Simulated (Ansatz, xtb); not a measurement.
# C2H10NPSi2: which of two isomers lies lower

We compare I, `N[Si@@H]1CC[SiH2]P1`, a singlet, with II, `C=C[SiH2]N[SiH2]P`, a singlet. Both are isolated molecules in the gas phase, relaxed with PBE0-D3(BJ)/def2-SVP, each in the lowest conformer that the search found.

I (Å):

```tsv
atom	x (Å)	y (Å)	z (Å)
C	-0.1374	0.9192	-0.6015
C	-1.1362	-0.1104	-0.0581
N	0.4000	2.8251	1.6268
P	1.4753	-0.4039	1.9816
Si	1.0719	1.4949	0.7388
Si	-0.1673	-1.4727	0.8404
H	1.0251	3.3861	2.1962
H	-0.4844	2.6973	2.1081
H	2.3575	1.9912	0.1652
H	-0.6366	1.8007	-1.0385
H	0.4655	0.4701	-1.4117
H	-1.7669	-0.5372	-0.8564
H	-1.8263	0.3565	0.6672
H	0.4753	-2.3727	-0.1685
H	-1.0195	-2.3036	1.7458
H	0.5779	0.0219	3.0123
```

II (Å):

```yaml
atoms:
  - { symbol: C, position_ang: [-2.4597, -1.7236, -1.4584] }
  - { symbol: C, position_ang: [-1.3399, -2.2497, -1.9676] }
  - { symbol: N, position_ang: [-0.0653, 0.4589, -1.9802] }
  - { symbol: P, position_ang: [-1.1266, 1.5213, 1.1088] }
  - { symbol: Si, position_ang: [0.1934, -1.2340, -2.3102] }
  - { symbol: Si, position_ang: [0.3944, 1.3710, -0.5707] }
  - { symbol: H, position_ang: [-2.5248, -0.6580, -1.2093] }
  - { symbol: H, position_ang: [-3.3550, -2.3246, -1.2635] }
  - { symbol: H, position_ang: [-1.3287, -3.3239, -2.1990] }
  - { symbol: H, position_ang: [1.3192, -1.6823, -1.4357] }
  - { symbol: H, position_ang: [0.5884, -1.4258, -3.7412] }
  - { symbol: H, position_ang: [-0.6644, 0.9496, -2.6399] }
  - { symbol: H, position_ang: [0.6986, 2.7781, -0.9728] }
  - { symbol: H, position_ang: [1.6030, 0.7225, 0.0162] }
  - { symbol: H, position_ang: [-2.2021, 1.8646, 0.2307] }
  - { symbol: H, position_ang: [-1.4260, 0.1240, 1.0811] }
```

Task: Which of the two would you expect CCSD(T)/def2-SVP + ΔMP2/def2-TZVPP electronic energies to favour?

Result: Structure I; the calculation gives E(II) − E(I) = +76.5 kJ/mol.

The same difference at several levels:

```csv
level,geometry,E(II) − E(I) (kJ/mol),departure from the last row (kJ/mol),"job, with rough time for the two"
PBE0-D3(BJ)/def2-SVP,PBE0-D3(BJ)/def2-SVP,+112.3,+35.8,"optimisation, 2.7 min"
HF/def2-SVP,PBE0-D3(BJ)/def2-SVP,+45.6,−30.9,part of the CCSD(T) run
MP2/def2-SVP,PBE0-D3(BJ)/def2-SVP,+85.7,+9.2,part of the CCSD(T) run
CCSD(T)/def2-SVP,PBE0-D3(BJ)/def2-SVP,+69.5,−7.0,single point
CCSD(T)/def2-SVP + ΔMP2/def2-TZVPP,PBE0-D3(BJ)/def2-SVP,+76.5,,"single point, 60 s"
```

As drawn, II has 1 C=C, 1 N–Si, 1 Si–H, 1 P–H in place of 1 C–Si, 1 C–C, 1 P–Si, 1 N–H, 1 C–H. Structure I has a 5-membered ring, II no ring.

The levels shown agree on the order. The largest departure from CCSD(T)/def2-SVP + ΔMP2/def2-TZVPP is that of PBE0-D3(BJ)/def2-SVP, 35.8 kJ/mol. Levels run at GFN2-xTB geometries aren't shown. The last row adds to CCSD(T) the change of the MP2 difference between the two basis sets, here +7.0 kJ/mol.

With thermal terms from frequencies at re-optimised GFN2-xTB minima (ideal gas, soft modes damped towards free rotors, one conformer each, 298.15 K, 1 atm): the zero-point term adds −20.6 kJ/mol; ΔH is +59.6 and ΔG +49.0 kJ/mol.

The correlated steps freeze 18 core orbitals. Mirror images aren't counted in ΔG. Codes used: Ansatz 0.2.0, xtb 6.7.1; the last row on 4 threads of Intel(R) Xeon(R) Platinum 8488C (Sapphire Rapids) on a shared host.
